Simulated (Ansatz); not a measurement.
`CC(C)B(O)O` + `N#Cc1ccc[nH]1` → `OB(O)c1ccc[nH]1` + `CC(C)C#N`  (formal exchange of groups at a B–C bond)

Computed with Ansatz on PBE0-D4/def2-TZVP structures; ΔE is electronic, products minus reactants. CCSD(T)/CBS adds triple-zeta CCSD(T) − MP2 to the extrapolated MP2 energy (def2 sets, frozen cores). Functionals use def2-TZVPP. Each species was taken in one conformer, which may not be the lowest.

(1) Is it downhill or uphill in electronic energy at CCSD(T)/CBS, and by how much? (Best estimate.)

(2) What do these levels give: r2SCAN-D4, PBE0-D4, ωB97X-V, ωB97M-V, B2PLYP, r2SCAN, MP2/def2-TZVPP, CCSD/def2-TZVPP, CCSD(T)/def2-TZVPP, SCS-MP2/def2-QZVPP, HF/CBS(def2), MP2/CBS(def2)? (An estimate is asked.)

Largest T1 diagnostic among the species: 0.013.

Results:

(1) The calculation gave: Downhill: ΔE = -41.2 kJ/mol.

(2) The calculation gave: r2SCAN-D4 -34.0, PBE0-D4 -35.4, ωB97X-V -39.7, ωB97M-V -39.2, B2PLYP -38.7, r2SCAN -34.1, MP2/def2-TZVPP -39.9, CCSD/def2-TZVPP -42.2, CCSD(T)/def2-TZVPP -40.2, SCS-MP2/def2-QZVPP -42.2, HF/CBS(def2) -51.7, MP2/CBS(def2) -41.0 kJ/mol.

From PBE to PBE0 (25 % exact exchange), in def2-TZVPP and without D4, ΔE moves by −4.3 kJ/mol. In def2-TZVPP, CCSD(T) changes the Hartree–Fock value by +11.0 kJ/mol (the triples alone add +2.0 kJ/mol) and MP2 by +11.3 kJ/mol.
